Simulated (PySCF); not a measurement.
BeH3NSe, SMILES [NH2][Be][SeH].

Coordinates come from a PBE0-D3(BJ)/def2-TZVP optimisation. One conformer was computed; it need not be the lowest.

These are TDDFT-CAM-B3LYP/def2-SVPD (PySCF) values and carry that method's errors.

Vertical excitations. Gas-phase values at a fixed geometry. State labels are in the subgroup Cs.

Computed UV-visible absorptions:
```
state  symmetry  energy (eV)  λ (nm)      f                                                              main pairs
-----  --------  -----------  ------  -----  ----------------------------------------------------------------------
S1           A"         5.36     231  0.031                       HOMO→LUMO 45 %, HOMO→LUMO+1 43 %, HOMO→LUMO+4 8 %
S2           A"         5.94     209  0.053     HOMO→LUMO 34 %, HOMO→LUMO+3 33 %, HOMO→LUMO+4 17 %, HOMO→LUMO+1 7 %
S3           A'         6.15     201  0.062                                                        HOMO−1→LUMO 89 %
S4           A'         6.37     195  0.106                                      HOMO→LUMO+2 74 %, HOMO→LUMO+5 16 %
S5           A"         6.41     193  0.000                                  HOMO−1→LUMO+2 73 %, HOMO−1→LUMO+5 23 %
S6           A"         6.63     187  0.002     HOMO→LUMO+3 39 %, HOMO→LUMO+9 23 %, HOMO→LUMO+4 13 %, HOMO→LUMO 9 %
S7           A"         7.04     176  0.018     HOMO→LUMO+1 36 %, HOMO→LUMO+4 33 %, HOMO→LUMO+6 12 %, HOMO→LUMO 8 %
S8           A'         7.08     175  0.019                 HOMO−2→LUMO 46 %, HOMO−2→LUMO+1 33 %, HOMO−1→LUMO+1 9 %
S9           A'         7.36     168  0.128                                                      HOMO−1→LUMO+1 66 %
S10          A"         7.39     168  0.004  HOMO→LUMO+6 49 %, HOMO→LUMO+4 18 %, HOMO→LUMO+7 16 %, HOMO→LUMO+3 11 %
T1           A"         4.96     250      0                      HOMO→LUMO+1 44 %, HOMO→LUMO 38 %, HOMO→LUMO+4 10 %
T2           A'         5.52     225      0                                      HOMO→LUMO+2 73 %, HOMO→LUMO+5 22 %
T3           A"         5.67     219      0                      HOMO→LUMO 37 %, HOMO→LUMO+3 25 %, HOMO→LUMO+4 22 %
T4           A'         5.80     214      0                                                        HOMO−1→LUMO 86 %
```
Triplets are in the Tamm–Dancoff approximation, which puts them higher than full response would, so one can lie above its singlet here.
